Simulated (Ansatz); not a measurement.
Reactions of CH$_{5}$ClGeS (`S[CH2][GeH2][Cl]`).

Gas-phase electronic energies from Ansatz, PBE0-D4/def2-TZVP geometries. CBS: MP2 limit from def2 TZ/QZ plus the TZ coupled-cluster correction, frozen cores. This one scheme is used for every species. Functionals use def2-TZVPP. Triplets are unrestricted, without spin–orbit coupling. For Br, Ge, Sc outer-core shells are correlated without core-valence functions, which leaves a few kJ/mol of doubt a bond. Scalar relativity is left out up to krypton. One conformer a species, not always the lowest.

| reaction | B2PLYP (kJ/mol) | CCSD/CBS(def2) (kJ/mol) | r2SCAN-D4 (kJ/mol) | CCSD(T)/CBS(def2) (kJ/mol) |
| --- | --- | --- | --- | --- |
| `S[CH2][GeH2][Cl]` → `[Cl][GeH]` + CH₃SH | 91 | 104 | 113 | 109 |
| `S[CH2][GeH2][Cl]` + H–F → `F[CH2][GeH2][Cl]` + H₂S | 52 | 64 | 52 | 68 |
| `S[CH2][GeH2][Cl]` + CH₃NH₂ → `C[NH][GeH2][Cl]` + CH₃SH | -31 | -27 | -29 | -26 |
| `S[CH2][GeH2][Cl]` + HBr → `[Cl][GeH2][Br]` + CH₃SH | -92 | -85 | -91 | -82 |
| `S[CH2][GeH2][Cl]` + `[CH3][Sc]([OH])[OH]` → `[CH3][GeH2][CH2]S` + `[OH][Sc]([OH])[Cl]` | -157 | -152 | -157 | -152 |
| `S[CH2][GeH2][Cl]` + CH₄ → `[CH3][GeH2][CH2]S` + HCl | 100 | 94 | 101 | 94 |
| `S[CH2][GeH2][Cl]` → `[CH2]` (triplet) + `[SH][GeH2][Cl]` | 354 | 357 | 339 | 370 |
| `S[CH2][GeH2][Cl]` + `N[SiH3]` → `[SiH3]NCS` + `[Cl][GeH3]` | 61 | 67 | 62 | 68 |
| `S[CH2][GeH2][Cl]` + `CN[SiH2]Cl` → `C[N]([SiH2]Cl)[GeH2][Cl]` + CH₃SH | -29 | -28 | -27 | -29 |
| `S[CH2][GeH2][Cl]` + `O[SiH2]S` → `SCO[SiH2]S` + `[Cl][GeH3]` | 73 | 80 | 71 | 80 |

Largest T1 diagnostic: 0.015, for `[OH][Sc]([OH])[Cl]`.
